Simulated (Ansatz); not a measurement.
Basis-set extrapolation for C3H9BS3, SMILES `CSB(SC)SC` (PBE0-D4/def2-TZVP geometry, frozen core, Ansatz 0.2.0). Multiplicity 1, RHF reference.

```
                       def2-TZVPP    def2-QZVPP
                 HF  -1336.281797  -1336.321630
    MP2 correlation     -1.163771     -1.251143
CCSD(T) correlation     -1.301289       not run
```

Energies in hartree. Use E(X) = E(∞) + A·exp(−7.88·√X) for Hartree–Fock and E(X) = E(∞) + B·X^(−2.97) for correlation, with X = 3 and 4, and add CCSD(T) minus MP2 of the smaller set to the MP2 limit.

Task: What is the CCSD(T) energy at the basis-set limit?

Result: HF limit: -1336.321630 + (-0.039833) × 0.13774 = -1336.32712. MP2 limit: -1.251143 + (-0.087372) × 0.74074 = -1.31586. Higher-order term: -1.301289 − (-1.163771) = -0.13752. Total: -1337.78050 hartree, 518.3 kJ/mol below CCSD(T)/def2-TZVPP.
